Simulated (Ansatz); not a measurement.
H$_{4}$SiZn. Charge 0, multiplicity 1. The bonds changed during the relaxation, so this is another structure than the one it started from. The structure was optimised at the PBE0-D4/def2-TZVP level.

```xyz
6

Si   -0.346    0.018    0.532
Zn    1.730   -0.088   -2.659
H    -1.157    0.058    1.777
H    -1.184    0.438   -0.619
H     0.146   -1.365    0.306
H     0.811    0.939    0.664
```

(1) What is the dipole moment at PBE/def2-TZVPP? (Estimate.)

(2) Give the Mulliken charges with PBE, ωB97M-V, r2SCAN in def2-TZVPP. (Estimate.)

Answers

(1) Computed: 0.03 D, zero by symmetry or nearly so.

(2) Ansatz gave: 
```
atom    PBE  ωB97M-V  r2SCAN
 Si1   0.13     0.06    0.22
 Zn2   0.01     0.01    0.01
  H3  -0.05    -0.03   -0.07
  H4  -0.03    -0.01   -0.05
  H5  -0.03    -0.01   -0.05
  H6  -0.03    -0.01   -0.05
```
